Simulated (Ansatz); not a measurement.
This geometry of ClH2InOS (6 atoms, charge 0, multiplicity 1) is a first-order saddle point.

Theory: Ansatz 0.2.0, RKS PBE0-D4/def2-SVP.

```xyz
6
Properties=species:S:1:pos:R:3
O -0.116 1.714 -0.380
In -0.349 -0.265 -0.364
S 1.141 -1.760 0.742
Cl -2.115 -1.152 -1.611
H -0.448 2.138 0.420
H 1.930 -0.738 1.146
```

**Question.** Which two structures does it join? (They come from a converged band through this point; their orientation in space is the band's.)

**Answer.** No bond is made or broken. The dihedral H5–O1–In2–Cl4 goes from 179 to 0°.

First end point:

```xyz
6
Properties=species:S:1:pos:R:3
O -0.643 1.656 -0.304
In -0.423 -0.317 -0.372
S 1.256 -1.580 0.763
Cl -1.981 -1.431 -1.701
H 0.011 2.084 0.261
H 1.821 -0.477 1.305
```

Last end point:

```xyz
6
Properties=species:S:1:pos:R:3
O -0.143 1.666 0.074
In -0.256 -0.292 -0.240
S 1.307 -1.769 0.770
Cl -1.972 -1.074 -1.629
H -0.839 2.144 -0.395
H 1.945 -0.740 1.374
```

**Question.** How far does it lie above each of them?

**Answer.** 1.3 kcal/mol above the first and 2.9 kcal/mol above the second. This is the barrier of this one path; another mechanism may lie lower.

Time of the run: 12 min on 1 thread of Intel(R) Xeon(R) Processor @ 2.50GHz (Skylake/Cascade Lake), on a shared host, peak memory 0.2 GiB.
